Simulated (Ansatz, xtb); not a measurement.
Isomers of B4H7N3O in order of energy

3 gas-phase structures of B4H7N3O, from a drawn sample of its isomers (lower ones may exist). Each was relaxed with GFN2-xTB; where two conformers were screened, the lower at r2SCAN-D4/def2-SVP is listed:

A. `BN1BNBNB1O`, a singlet
B. `BN1BNB(O)NB1`, a singlet
C. `BB1NBNB(O)N1`, a singlet

**Question.** Which do you expect lowest at r2SCAN-D4/def2-SVP, and how would the others follow?

**Answer.** Calculated order at r2SCAN-D4/def2-SVP: A (0.0), B (3.1), C (34.8) kcal/mol.

Energies above the lowest of each column, in kcal/mol; the last columns are at PBE-D3(BJ)/def2-SVP geometries:

| structure | GFN2-xTB | HF/STO-3G | r2SCAN-D4/def2-SVP | PBE-D3(BJ)/def2-SVP | CCSD(T)/def2-SVP + ΔMP2/def2-TZVPP |
| --- | --- | --- | --- | --- | --- |
| A | 0.0 | 0.0 | 0.0 | 0.0 | 0.0 |
| B | 2.3 | 1.8 | 3.1 | 3.7 | 2.0 |
| C | 39.4 | 40.9 | 34.8 | 34.5 | 33.5 |

Every level run on A puts it lowest or level with the lowest. Flexible structures stand in one conformer each, not always the lowest. ΔMP2 is the change of the MP2 energy from the smaller to the larger basis.

Programs: Ansatz 0.2.0, xtb 6.7.1.
